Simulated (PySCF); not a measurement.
B(SeH)3, H3BSe3, SMILES [SeH]B([SeH])[SeH], singlet, B3LYP/def2-SVP optimised geometry.

```
7

B     -0.02     0.29     0.00
Se    -1.85     0.99     0.00
H     -2.53    -0.32     0.01
Se     0.23    -1.64     0.00
H      1.71    -1.64     0.00
Se     1.39     1.64     0.00
H      2.53     0.71    -0.01
```

Density from B3LYP/def2-TZVP run with PySCF 2.14.0 at that geometry.

Minimum of the electron density along straight lines between bonded atoms, close to the bond critical point (lines longer than 1.1 times the sum of covalent radii, or with two minima, are not listed):

```
bond    length / Å  ρ at the minimum / e bohr⁻³  ∇²ρ there / e bohr⁻⁵  position (fraction from the first atom)
------  ----------  ---------------------------  --------------------  ---------------------------------------
B1–Se2       1.961                        0.137                 -0.26                                     0.38
Se2–H3       1.477                        0.174                 -0.32                                     0.63
B1–Se4       1.952                        0.139                 -0.27                                     0.38
Se4–H5       1.476                        0.174                 -0.31                                     0.63
B1–Se6       1.956                        0.138                 -0.26                                     0.38
Se6–H7       1.475                        0.175                 -0.31                                     0.63
```
